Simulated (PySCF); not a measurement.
Species: C₇H₁₃P.
Geometry (PBE0-D3(BJ)/def2-SVP, Å), atoms numbered from 1 in this order:
```xyz
21
C7H13P angstrom
C     -1.5112    1.7113    0.4897
C     -0.6205    0.6868   -0.1350
C     -0.6702   -0.6476    0.0506
C     -1.6279   -1.3956    0.9206
C      0.3233   -1.4542   -0.7474
P      1.5745   -0.2597   -1.4536
C      2.6510   -0.0923    0.0467
C      0.4232    1.1713   -1.1095
H     -2.0254    2.3053   -0.2851
H     -0.9224    2.4268    1.0890
H     -2.2777    1.2737    1.1431
H     -1.0874   -1.9724    1.6903
H     -2.2003   -2.1303    0.3284
H     -2.3464   -0.7405    1.4310
H     -0.1829   -2.0009   -1.5645
H      0.8294   -2.2232   -0.1378
H      3.2666   -0.9980    0.1563
H      3.3338    0.7602   -0.0882
H      2.0623    0.0579    0.9658
H     -0.0469    1.5172   -2.0488
H      0.9927    2.0344   -0.7219
```

Linear response at CAM-B3LYP/def2-SVPD (PySCF, frozen core in the response, non-relativistic).

Static isotropic polarisability: 107.44 au (15.92 Å³), principal values 91.1, 114.2, 117.0 au.

Task: What is the polarisability at 1064 nm and at the sodium D line?

Result: 108.45 au at 1064 nm (+0.9 %), 110.85 au at 589.3 nm (+3.2 %). The rise at 589.3 nm is 3.38 times that at 1064 nm; a pure ω² law gives 3.26. The lowest singlet lies at 199 nm, shorter than both wavelengths.

Task: What is the isotropic C6 coefficient between two such molecules, C6 = (3/π)∫α(iω)² dω?

Result: 4544 au (Eh·bohr⁶) by a ten-point quadrature over imaginary frequencies, which is 2720 eV·Å⁶ or 262 J·nm⁶/mol.

Task: Which effective excitation energy ω̄ makes London's formula C6 = (3/4)α²ω̄ exact here?

Result: ω̄ = 4·C6/(3α²) = 0.525 Eh = 14.3 eV. A one-pole form α(ω) = α/(1 − ω²/ω̄²) fitted to the 1064 nm value gives 12.1 eV. London's choice of the ionisation energy (8.37 eV, ΔSCF at the same level) gives C6 = 2660 au, 41 % too low.

Task: What molar refraction at the D line follows from R = (4π/3)·N_A·α′, with α′ the polarisability volume?

Result: α′ = 16.43 Å³ gives R = 41.44 cm³/mol, for isolated, non-vibrating species.

Task: How anisotropic is the static polarisability, by Δα² = ½[(α1 − α2)² + (α2 − α3)² + (α3 − α1)²]?

Result: Δα = 24.6 au, or 0.23 of the isotropic value.

Task: What three-body coefficient follows from the one-pole estimate C9 = (3/4)·α·C6?

Result: 366000 au. This is an estimate from the two numbers above, not a computed integral.

One conformer stands for the species.
